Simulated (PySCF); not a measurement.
BiCl2, SMILES [Cl][Bi][Cl], multiplicity 2. Atoms are numbered in the order given.

```xyz
3

Bi     0.0000     0.0000     0.4614
Cl     0.0000     1.8746    -1.1263
Cl     0.0000    -1.8746    -1.1263
```
Charge 0, spin multiplicity 2.

The structure is a stationary point at B3LYP-D3(BJ)/def2-TZVP. The spin state was assumed, not searched. The isomer is the one that the SMILES or the coordinates give; other isomers of the formula were not compared. The def2 effective core potentials stand for the cores of Bi; spin–orbit coupling is left out.

Level of theory: r2SCAN/def2-TZVPD (PySCF).

Computed frontier levels, dipole moment and polarisability:
The α spin, highest occupied and lowest empty level is -5.59 and -2.91 eV and the β spin, highest occupied and lowest empty level is -7.90 and -3.84 eV. The dipole moment comes out as 3.62 D. The quadrupole, principal values (traceless, Buckingham form, about the centre of nuclear charge) is -5.68, 2.19, 3.48 D·Å and the mean static polarisability is 76.3 bohr³ (11.31 Å³). The polarisability, principal values is 60.0, 75.0, 94.0 bohr³ and the ⟨S²⟩ is 0.755 (pure state 0.75).
